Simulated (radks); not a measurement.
The numbers below are computed, except where a source is named.
Spherical quantum dot in the effective-mass picture: electrons in a hard-walled sphere of radius 2.5, with a point charge +1 (a donor) at the centre, all in effective atomic units (hartree* = m*/eps^2 hartree, bohr* = eps/m* bohr), one dielectric constant everywhere. Level of theory: non-relativistic Kohn-Sham, LDA (Slater exchange, Perdew-Wang correlation), spin-polarised, spherical densities (a radial shooting solver with Libxc functionals). Levels are named by radial order and angular momentum (1s, 1p, 1d, 2s, ...), and open shells are averaged over m.

N = 11, configuration 1s2 1p6 1d(up 3, down 0). This is the lowest configuration that the search found. Occupied and some empty levels:

level    occupation  eigenvalue (hartree*)  <r> (bohr*)
1s up             1                 5.8649        1.342
1s down           1                 5.9382        1.325
1p up             3                 6.5723        1.583
1p down           3                 6.6640        1.578
1d up             3                 7.4766        1.693
1d down           0                 7.5738        1.692
2s up             0                 7.8719        1.144
2s down           0                 7.9181        1.154
1f up             0                 8.6135        1.769
1f down           0                 8.7127        1.769
2p up             0                 9.7720        1.302
2p down           0                 9.8285        1.302

Energy (hartree*): total 40.9602, kinetic 19.856, external -7.8508, Hartree 34.798, exchange-correlation -5.8429.

Electron density:

r (bohr*)  n(r) (e/bohr*^3)
0.0648               0.3399
0.190                0.2798
0.314                0.2457
0.439                0.2307
0.564                0.2302
0.689                0.2406
0.813                0.2587
0.938                0.2818
1.06                 0.3062
1.19                 0.3281
1.31                 0.3425
1.44                 0.3452
1.56                 0.3320
1.69                 0.3005
1.81                 0.2524
1.94                 0.1914
2.06                 0.1264
2.19                0.06761
2.31                0.02475
2.44               0.002791
